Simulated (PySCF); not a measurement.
Radial density of Ne²⁺ (neon, charge +2)

UHF, [He] 2s2 2p4, high-spin 3P determinant. Calculation: PySCF 2.14, in 6-31G*; the non-relativistic Hamiltonian (point nucleus).

| r (bohr) | 4πr²ρ (e/bohr) | 4πr²(ρα − ρβ) |
| --- | --- | --- |
| 0.00293 | 0.06237 | 0.0001 |
| 0.00493 | 0.1722 | 0.0002 |
| 0.00830 | 0.4587 | 0.0005 |
| 0.0140 | 1.153 | 0.0013 |
| 0.0235 | 2.706 | 0.0034 |
| 0.0395 | 5.562 | 0.0088 |
| 0.0664 | 9.275 | 0.0282 |
| 0.112 | 10.87 | 0.1220 |
| 0.188 | 7.696 | 0.5124 |
| 0.316 | 4.854 | 1.4247 |
| 0.532 | 6.907 | 2.4285 |
| 0.894 | 5.364 | 1.6764 |
| 1.50 | 1.059 | 0.2877 |
| 2.53 | 0.06890 | 0.0194 |
| 4.26 | 1.364e-05 | 0.0000 |
